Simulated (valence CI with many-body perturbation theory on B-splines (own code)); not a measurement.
E1 transitions of Cs XLIII

Calculated by relativistic CI+MBPT: three valence electrons over a frozen Dirac-Fock core [Ne], radial functions for each j: 11 s, 11 p, 10 d, 8 f, 5 g, 2 h, with the one-electron correlation potential Σ1 (screened to all orders), the two-electron term Σ2, the three-electron term Σ3, Breit, model QED; selected single and double excitations, second order for the rest, scaled by the run's own slope (own B-spline code, finite nucleus).

No measured spectrum was set against this ion. As an estimate, large intervals hold to a few tenths of a per cent, small ones and those within an open d or f shell to about a per cent.

Lines 151 to 200 of 575 in falling wavelength, among levels below 1574.5 eV, chosen from the strongest by gf and those to the six lowest levels. Wavelengths and rates use the calculated energies. Electric multipoles are in the length gauge, E1 and E2 with the static RPA response of the core. Weak lines are less certain than strong ones. Lines between different terms over intervals too small for the method are left out, as are lines whose strength nearly cancels. The highest levels of a list are the least certain.

Levels are named by their leading jj configuration (3d3/2^4 stands for four electrons in 3d with j = 3/2), which in mixed levels can hold well under half, so a name can repeat and another be missing. Letters in brackets count levels of one name in rising energy.

```tsv
λ vac (nm)	Upper	Lower	A (s⁻¹)	S (a.u.)
7.182	(3d3/2 3d5/2^2) J=5/2 [b]	(3p3/2 3d3/2 3d5/2) J=7/2 [c]	3.30e+10	3.62e-02
7.168	(3d3/2^2 3d5/2) J=1/2	(3p3/2 3d3/2^2) J=1/2	7.83e+10	2.85e-02
7.162	(3s 3p1/2 3d3/2) J=1/2	(3s 3p1/2 3p3/2) J=3/2 [a]	3.48e+09	1.26e-03
7.157	(3p1/2 3d3/2 3d5/2) J=1/2	(3p1/2 3p3/2 3d3/2) J=1/2 [a]	9.18e+10	3.32e-02
7.155	(3p1/2 3d3/2 3d5/2) J=9/2	(3p1/2 3p3/2 3d3/2) J=7/2	6.08e+10	1.10e-01
7.150	(3p3/2 3d5/2^2) J=3/2 [b]	(3p3/2^2 3d5/2) J=3/2	2.66e+11	1.92e-01
7.144	(3s 3p3/2 3d5/2) J=1/2	(3s 3p3/2^2) J=1/2	1.49e+11	5.37e-02
7.144	(3d3/2^2 3d5/2) J=5/2 [b]	(3p3/2 3d3/2 3d5/2) J=3/2 [a]	6.43e+10	6.95e-02
7.142	(3d3/2 3d5/2^2) J=3/2 [a]	(3p3/2 3d3/2 3d5/2) J=5/2 [b]	4.78e+10	3.44e-02
7.141	(3p3/2 3d5/2^2) J=3/2 [a]	(3p3/2^2 3d5/2) J=5/2 [a]	1.33e+11	9.58e-02
7.134	(3p1/2 3p3/2 3d5/2) J=3/2 [b]	(3p1/2 3p3/2^2) J=1/2	4.89e+10	3.51e-02
7.128	(3p3/2^2 3d5/2) J=3/2	(3p3/2^3) J=3/2	2.08e+11	1.49e-01
7.126	(3p3/2 3d3/2 3d5/2) J=9/2 [b]	(3p3/2^2 3d5/2) J=9/2	7.82e+10	1.40e-01
7.126	(3p1/2 3d3/2 3d5/2) J=5/2 [a]	(3p1/2 3p3/2 3d3/2) J=5/2 [a]	3.95e+10	4.23e-02
7.125	(3p3/2 3d3/2 3d5/2) J=3/2 [d]	(3p3/2^2 3d3/2) J=1/2	1.80e+11	1.28e-01
7.108	(3s 3d5/2^2) J=5/2	(3s 3p3/2 3d5/2) J=7/2 [a]	3.27e+10	3.47e-02
7.106	(3s 3p1/2 3d3/2) J=3/2 [b]	(3s 3p1/2 3p3/2) J=3/2 [a]	7.02e+09	4.98e-03
7.101	(3p1/2 3d3/2 3d5/2) J=3/2 [a]	(3p1/2 3p3/2 3d3/2) J=3/2 [a]	5.24e+10	3.70e-02
7.094	(3p3/2 3d5/2^2) J=3/2 [b]	(3p3/2^2 3d5/2) J=5/2 [b]	1.03e+11	7.25e-02
7.090	(3p3/2 3d3/2 3d5/2) J=9/2 [b]	(3p3/2^2 3d3/2) J=7/2	7.75e+10	1.36e-01
7.089	(3p3/2 3d5/2^2) J=5/2 [a]	(3s 3d5/2^2) J=3/2	4.37e+10	4.61e-02
7.087	(3s 3d3/2 3d5/2) J=9/2	(3s 3p3/2 3d5/2) J=9/2	1.80e+10	3.16e-02
7.069	(3p3/2 3d5/2^2) J=5/2 [b]	(3p3/2^2 3d5/2) J=5/2 [a]	1.07e+11	1.12e-01
7.067	(3d3/2^2 3d5/2) J=3/2	(3p3/2 3d3/2^2) J=3/2	6.66e+10	4.64e-02
7.062	(3p1/2 3d5/2^2) J=9/2	(3p1/2 3p3/2 3d5/2) J=9/2	1.40e+10	2.44e-02
7.050	(3s 3d5/2^2) J=5/2	(3s 3p3/2 3d3/2) J=3/2 [b]	2.74e+10	2.85e-02
7.049	(3p1/2 3d5/2^2) J=5/2	(3p1/2 3p3/2 3d5/2) J=5/2 [a]	7.03e+10	7.29e-02
7.034	(3s 3p1/2 3p3/2) J=3/2 [a]	(3s^2 3p1/2) J=1/2	6.59e+08	4.53e-04
7.030	(3p3/2 3d5/2^2) J=7/2 [a]	(3p3/2^2 3d3/2) J=5/2	6.26e+10	8.59e-02
7.029	(3s 3p3/2 3d5/2) J=5/2 [b]	(3s 3p3/2^2) J=3/2	2.06e+11	2.11e-01
7.021	(3p1/2 3d5/2^2) J=1/2	(3p1/2 3p3/2 3d5/2) J=3/2 [b]	1.28e+11	4.37e-02
7.017	(3d5/2^3) J=9/2	(3p3/2 3d5/2^2) J=9/2	8.23e+10	1.40e-01
7.004	(3p3/2^2 3d5/2) J=7/2	(3s 3p3/2 3d5/2) J=5/2 [b]	2.01e+11	2.73e-01
7.002	(3p3/2 3d3/2 3d5/2) J=3/2 [c]	(3p3/2^2 3d3/2) J=3/2 [a]	1.40e+11	9.46e-02
7.001	(3s 3p1/2 3d5/2) J=5/2 [a]	(3s 3p1/2 3p3/2) J=3/2 [a]	8.52e+10	8.66e-02
6.991	(3p3/2 3d3/2 3d5/2) J=5/2 [c]	(3p3/2^2 3d3/2) J=5/2	6.88e+10	6.96e-02
6.985	(3d3/2 3d5/2^2) J=7/2 [a]	(3p3/2 3d3/2 3d5/2) J=7/2 [a]	4.55e+10	6.12e-02
6.980	(3p1/2 3p3/2 3d5/2) J=5/2 [b]	(3p1/2 3p3/2^2) J=5/2	3.46e+10	3.49e-02
6.960	(3s 3d3/2 3d5/2) J=9/2	(3s 3p3/2 3d3/2) J=7/2	1.43e+11	2.38e-01
6.951	(3d3/2 3d5/2^2) J=3/2 [b]	(3p3/2 3d3/2 3d5/2) J=5/2 [d]	1.24e+11	8.24e-02
6.945	(3s 3d3/2 3d5/2) J=5/2 [a]	(3s 3p3/2 3d3/2) J=3/2 [a]	9.28e+10	9.20e-02
6.935	(3p1/2 3d5/2^2) J=3/2	(3p1/2 3p3/2 3d5/2) J=3/2 [a]	7.52e+10	4.95e-02
6.932	(3p3/2 3d3/2 3d5/2) J=7/2 [a]	(3s 3d3/2 3d5/2) J=7/2 [b]	2.26e+10	2.98e-02
6.909	(3d3/2 3d5/2^2) J=1/2	(3p3/2 3d3/2 3d5/2) J=1/2 [a]	7.08e+10	2.30e-02
6.907	(3s 3p3/2 3d5/2) J=3/2 [b]	(3s 3p3/2^2) J=1/2	1.03e+11	6.68e-02
6.901	(3s 3p1/2 3d5/2) J=5/2 [b]	(3s 3p1/2 3p3/2) J=5/2	4.19e+10	4.07e-02
6.889	(3p3/2 3d3/2 3d5/2) J=1/2 [b]	(3p3/2^2 3d3/2) J=3/2 [b]	1.73e+11	5.59e-02
6.872	(3s 3d5/2^2) J=7/2	(3s 3p3/2 3d5/2) J=5/2 [a]	6.51e+10	8.34e-02
6.872	(3p3/2 3d3/2 3d5/2) J=5/2 [d]	(3p3/2^2 3d3/2) J=7/2	3.72e+10	3.58e-02
6.867	(3s 3d3/2 3d5/2) J=3/2 [a]	(3s 3p3/2 3d3/2) J=1/2 [a]	9.50e+10	6.07e-02
```
